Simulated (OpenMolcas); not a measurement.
Co²⁺: CASPT2 settings compared

```
Program             : OpenMolcas
Basis               : ANO-L-VDZP [5s4p2d1f]
Scalar Hamiltonian  : non-relativistic, point nucleus
Active space        : 7 electrons in 5 orbitals (3d)
State averaging     : 2S+1 = 4 even, 10 roots; 2S+1 = 2 even, 40 roots
Spin-orbit coupling : state interaction with AMFI integrals over the reference wave functions, term energies averaged over their components
```

Methods on the same reference wave functions:
A. CASSCF
B. SS-CASPT2, IPEA 0 Eh, no level shift (closed shells correlated: 2s 2p 3s 3p)
C. SS-CASPT2, IPEA 0.3 Eh, imaginary shift 0.4 Eh (closed shells correlated: none)
D. MS-CASPT2, IPEA 0.3 Eh, imaginary shift 0.4 Eh (closed shells correlated: none)
E. XMS-CASPT2, IPEA 0.3 Eh, sigma1 regulariser 0.4 Eh (closed shells correlated: none)

Energies in cm⁻¹ above 3d⁷ ⁴F_9/2, the measured ground level; measured values from Sugar and Corliss, J. Phys. Chem. Ref. Data 10, 1097 (1981).

| Level | A | B | C | D | E | Measured |
| --- | --- | --- | --- | --- | --- | --- |
| 3d⁷ ⁴F_9/2 | 0.0 | 0.0 | 0.0 | 0.0 | 0.0 | 0.0 |
| 3d⁷ ⁴F_7/2 | 878 | 882 | 879 | 879 | 878 | 841 |
| 3d⁷ ⁴F_5/2 | 1525 | 1526 | 1524 | 1524 | 1524 | 1451 |
| 3d⁷ ⁴F_3/2 | 1970 | 1965 | 1968 | 1967 | 1967 | 1867 |
| 3d⁷ ²G_9/2 | 19356 | 16620 | 18580 | 18590 | 19280 | 16978 |
| 3d⁷ ⁴P_5/2 | 19398 | 16350 | 17580 | 17580 | 17830 | 15202 |
| 3d⁷ ⁴P_3/2 | 19698 | 16650 | 17900 | 17880 | 18140 | 15428 |
| 3d⁷ ⁴P_1/2 | 20107 | 17070 | 18300 | 18290 | 18550 | 15811 |
| 3d⁷ ²G_7/2 | 20191 | 17440 | 19410 | 19410 | 20110 | 17766 |
| 3d⁷ ²P_3/2 [68 %] | 25588 | 22000 | 24450 | 23810 | 24350 | 20195 |
| 3d⁷ ²H_11/2 | 25728 | 23000 | 25000 | 25220 | 25760 | 22720 |
| 3d⁷ ²P_1/2 | 26462 | 23190 | 25540 | 24740 | 25260 |  |
| 3d⁷ ²H_9/2 | 26465 | 23740 | 25740 | 25960 | 26490 | 23434 |
| 3d⁷ ²D_5/2(1) | 27859 | 22950 | 25740 | 25720 | 26420 | 23059 |
| 3d⁷ ²D_3/2(1) [70 %] | 29157 | 24560 | 27240 | 27100 | 27780 | 24237 |
| 3d⁷ ²F_5/2 | 44511 | 38930 | 42250 | 42250 | 42920 | 37021 |
| 3d⁷ ²F_7/2 | 44876 | 39300 | 42620 | 42620 | 43290 | 37316 |
| 3d⁷ ²D_3/2(2) | 69438 | 61300 | 65060 | 65050 | 65550 |  |
| 3d⁷ ²D_5/2(2) | 69859 | 61730 | 65480 | 65500 | 66010 |  |

Deviations, from unrounded energies. A percentage is the sum of absolute deviations over the sum of measured energies, with the sign that they share, or ± where signs differ.

```
                        Against measurement  Levels      A     B      C      D      E
             mean absolute deviation (cm-1)      15   3600   750   2400   2400   2800
      fine structure of the ground term (%)       3   +5.1  +5.2   +5.1   +5.1   +5.0
other terms of the ground configuration (%)      12  +20.0  ±4.1  +13.2  +13.1  +15.5
```

B lies closest to measurement on these levels and A furthest from it. The largest miss of B in the table is 3d⁷ ²F_7/2, by +2000 cm-1. The ranking rests on the paired levels alone, and a cruder setting can come out closer through cancelling errors.

Among B to E the level of the table that moves most is 3d⁷ ²D_5/2(2), by 4300 cm-1 (lowest in B, highest in E). Moves below CASPT2's spread within the term are not significant.

From A to B the spin-free energies of the other terms of 3d⁷ shown, above ⁴F, scale by factors of 0.82 to 0.89, as is usual when dynamic correlation screens the repulsion within a d or f shell.

The lowest spin-free term lies below A's lowest term by 0.293 hartree in B, 0.114 hartree in C, 0.114 hartree in D, 0.117 hartree in E.

Term energies are means over components that CASPT2 splits; among the terms shown or strongly mixed into the levels shown the widest spread is 1500 cm-1 (3d⁷ ²H, B). The CASPT2 spread within a term exceeds the gap to the next term for 3d⁷ ²P and 3d⁷ ²D(1), 3d⁷ ²D(1) and 3d⁷ ²H, so the order of their levels is uncertain, and so are names and mixing where such terms share a J (figures for B; the like holds for C). Without dynamic correlation excited terms often stand tens of per cent too high (terms of higher spin than the ground term too low), and those without a measured partner can miss by more than the paired ones (holds for A). Some levels mix across a computed gap that differs much from the measured one, so their mixing is not that of the real levels (holds for B; C; E). Some terms miss by over 15 % even with CASPT2, which points to a basis or an active space too small for the shells correlated (holds for C; D; E). Measured partners are found by configuration, term and J. A level has none where our copy of the source lacks it or the pairing is in doubt (some pairs that miss far off the trend of their configuration count as doubtful), and it then counts in no deviation. Levels of configurations outside the active space are missing.

A share in square brackets marks a mixed level and gives the weight of the term that names it, the lowest over the columns. A number in round brackets counts repeated terms of one configuration in the order of the reference energies.
